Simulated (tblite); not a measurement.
Species: C5H2FO3 (charge -1).
SMILES with atom numbers: `[O:1]=[C:2]([O-:3])[c:4]1[cH:5][cH:6][c:7]([F:8])[o:9]1` (hydrogens: H10 on C5; H11 on C6)
Bond orders are those of one Lewis drawing.

Computed with GFN2-xTB (tblite), gas phase: Langevin dynamics at 300 K from the optimised GFN2-xTB geometry, time step 0.5 fs, friction 0.01 fs⁻¹, 2000 steps. Over the second half of the run the saved frames average 249 K.

The optimised geometry, where the run starts:
```
atom  x, y, z in Å
O1      2.690    0.916    0.137
C2      2.163   -0.194    0.006
O3      2.659   -1.314   -0.110
C4      0.597   -0.126   -0.009
C5     -0.211    0.971    0.104
C6     -1.554    0.516    0.034
C7     -1.436   -0.826   -0.116
F8     -2.394   -1.768   -0.235
O9     -0.174   -1.240   -0.146
H10     0.125    1.980    0.224
H11    -2.459    1.088    0.085
```

t = 75 fs, T = 128 K, E(pot) 0.160 eV above the start
```
atom  x, y, z in Å  |  force x, y, z in eV/Å
O1      2.597    0.772    0.353   -0.114  -0.632  -0.042
C2      2.025   -0.299    0.096    0.194  -0.343  -0.451
O3      2.437   -1.457   -0.095    0.138   0.852   0.295
C4      0.481   -0.169   -0.043   -1.274   1.084  -0.061
C5     -0.371    0.926    0.065    0.543   0.356   0.556
C6     -1.708    0.422    0.114    1.093   0.223  -0.379
C7     -1.554   -0.906   -0.070   -0.707  -0.320  -0.286
F8     -2.519   -1.847   -0.298    0.472   0.259   0.304
O9     -0.300   -1.268   -0.176    0.723  -0.973   0.018
H10    -0.053    1.984    0.146   -0.344  -1.122   0.023
H11    -2.618    0.919    0.259   -0.725   0.615   0.022
```

t = 150 fs, T = 281 K, E(pot) 0.194 eV above the start
```
atom  x, y, z in Å  |  force x, y, z in eV/Å
O1      2.686    0.419    0.396   -0.024  -0.038  -0.212
C2      1.985   -0.536    0.069   -0.400  -0.578   0.421
O3      2.240   -1.706   -0.234    0.273   0.595  -0.037
C4      0.413   -0.272    0.100   -0.099  -0.441   0.254
C5     -0.405    0.816    0.177    0.774   1.712  -0.759
C6     -1.725    0.390   -0.079   -0.550   0.747   0.422
C7     -1.639   -0.942   -0.198    0.434  -1.350   0.591
F8     -2.598   -1.910   -0.236    0.328   0.485  -0.204
O9     -0.374   -1.379   -0.036   -0.418   0.255  -0.501
H10    -0.110    1.890    0.209   -0.151  -1.251   0.144
H11    -2.584    1.030   -0.092   -0.166  -0.137  -0.118
```

t = 425 fs, T = 343 K, E(pot) 0.283 eV above the start
```
atom  x, y, z in Å  |  force x, y, z in eV/Å
O1      2.786   -0.163    0.190   -0.471  -0.382  -0.350
C2      2.077   -1.083   -0.230   -0.567  -0.234   0.532
O3      2.311   -2.126   -0.829    0.486   0.022  -0.242
C4      0.513   -0.933    0.139    0.632   0.013   0.601
C5     -0.134    0.200    0.497    1.644   1.843  -0.235
C6     -1.458   -0.042    0.814   -1.794  -0.046  -0.562
C7     -1.530   -1.378    0.558   -0.365   0.521   0.644
F8     -2.583   -2.176    0.624   -0.958  -0.813   0.200
O9     -0.382   -1.947    0.277    0.373  -0.519  -0.811
H10     0.364    1.139    0.483    0.095   0.495   0.105
H11    -2.291    0.682    0.946    0.926  -0.900   0.120
```

t = 625 fs, T = 188 K, E(pot) 0.241 eV above the start
```
atom  x, y, z in Å  |  force x, y, z in eV/Å
O1      3.054   -0.414   -0.055   -0.997  -2.141  -0.761
C2      2.256   -1.383   -0.258    0.313   1.004   0.938
O3      2.352   -2.565   -0.623    0.694   1.071  -0.033
C4      0.799   -1.018    0.213    0.965  -0.205  -0.384
C5      0.408   -0.086    1.128   -1.118  -0.430  -0.675
C6     -1.022   -0.228    1.237    0.530   0.336   0.328
C7     -1.267   -1.280    0.423   -1.133   0.236   0.398
F8     -2.403   -1.951    0.221   -0.937  -0.102  -0.104
O9     -0.252   -1.775   -0.220    1.113   0.329   0.245
H10     1.063    0.600    1.589    0.191   0.417   0.289
H11    -1.726    0.384    1.802    0.378  -0.514  -0.238
```

t = 700 fs, T = 210 K, E(pot) 0.233 eV above the start
```
atom  x, y, z in Å  |  force x, y, z in eV/Å
O1      2.954   -0.406   -0.122    0.312   1.252   0.202
C2      2.206   -1.365   -0.236    0.344  -1.123  -0.222
O3      2.509   -2.514   -0.562   -0.314  -0.527  -0.137
C4      0.736   -1.079    0.118   -0.612   1.375   0.266
C5      0.289    0.141    0.610   -1.671  -2.064   0.101
C6     -1.123   -0.073    0.858    0.270   1.909   0.350
C7     -1.426   -1.285    0.376    0.198  -1.012   0.305
F8     -2.656   -1.912    0.437    1.227   0.194  -0.275
O9     -0.304   -1.940   -0.019   -0.728  -0.026  -0.164
H10     0.830    1.007    0.855    0.475   0.426   0.065
H11    -1.828    0.625    1.330    0.499  -0.405  -0.491
```

t = 900 fs, T = 343 K, E(pot) 0.285 eV above the start
```
atom  x, y, z in Å  |  force x, y, z in eV/Å
O1      2.864   -0.771   -0.484    0.325   0.129   0.064
C2      1.998   -1.620   -0.663   -0.720   0.302  -0.108
O3      2.049   -2.797   -0.991   -0.129  -0.013   0.068
C4      0.518   -0.967   -0.438    0.877  -2.373  -0.409
C5      0.184    0.322   -0.482   -2.131   0.059   0.535
C6     -1.223    0.368   -0.075    2.299  -0.057  -0.722
C7     -1.572   -0.907    0.147    1.049   0.338  -0.666
F8     -2.776   -1.342    0.465   -0.796  -0.784   0.346
O9     -0.567   -1.764   -0.120   -0.005   0.570   0.549
H10     0.767    1.108   -0.859    0.467   0.668   0.084
H11    -1.704    1.274    0.021   -1.236   1.161   0.259
```

t = 925 fs
```
atom  x, y, z in Å
O1      2.753   -0.756   -0.481
C2      1.921   -1.651   -0.680
O3      2.077   -2.828   -0.949
C4      0.475   -1.079   -0.543
C5      0.173    0.259   -0.578
C6     -1.179    0.418   -0.137
C7     -1.567   -0.828    0.191
F8     -2.755   -1.242    0.599
O9     -0.600   -1.743   -0.027
H10     0.874    1.085   -0.851
H11    -1.692    1.377   -0.153
```

Q: Estimate the potential energy and the forces of this last frame.

A: 0.182 eV above the start.

```csv
atom,Fx (eV/Å),Fy (eV/Å),Fz (eV/Å)
O1,0.064,-0.051,-0.015
C2,0.287,0.687,0.081
O3,-0.099,-0.821,-0.161
C4,-0.257,0.715,0.637
C5,0.504,0.828,-0.260
C6,0.733,0.979,-0.518
C7,0.899,-0.042,-0.531
F8,-0.733,-0.513,0.404
O9,-0.478,-0.013,-0.101
H10,-0.894,-1.100,0.189
H11,-0.027,-0.670,0.275
```

The bond farthest from its length at the start is C5–H10 (1.117 against 1.070 Å), and half the difference of its two atoms' forces along it is -1.21 eV/Å (positive lengthens). The largest atomic force is 1.43 eV/Å.

What follows is the cost of the whole dynamics run. The run took 18 s wall on one thread of an Intel Xeon Platinum 8175M at 2.50 GHz, no GPU (shared host), and the process peaked at 0.18 GiB of memory.
